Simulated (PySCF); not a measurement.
BFH4O2Si. Atoms are numbered in the order given.

```xyz
9

B     -0.0482    -0.9630     0.0000
F     -0.8178    -2.0574     0.0000
O      1.3059    -1.0845     0.0000
H      1.6081    -2.0011     0.0000
O     -0.6382     0.2518     0.0000
Si     0.0087     1.8020     0.0000
H      0.8367     2.0134    -1.2189
H      0.8367     2.0134     1.2189
H     -1.1423     2.7402     0.0000
```

The structure is a stationary point at B3LYP-D3(BJ)/def2-SVP. The structure was generated by enumeration, and PubChem lists no compound with its InChIKey, so it may never have been made. One conformer was computed; it need not be the lowest.

Level of theory: PBE/def2-TZVP in PySCF.

Symmetry labels are those of the subgroup Cs that the program uses (full group Cs).

Computed valence orbital energies around the gap with their symmetry:
```csv
orbital,symmetry,energy (eV)
HOMO−7,A",-11.25
HOMO−6,A',-10.29
HOMO−5,A",-9.60
HOMO−4,A',-9.42
HOMO−3,A',-8.84
HOMO−2,A",-8.57
HOMO−1,A',-7.94
HOMO,A",-7.76
LUMO,A',-0.87
LUMO+1,A',0.16
LUMO+2,A",0.33
LUMO+3,A',0.74
```
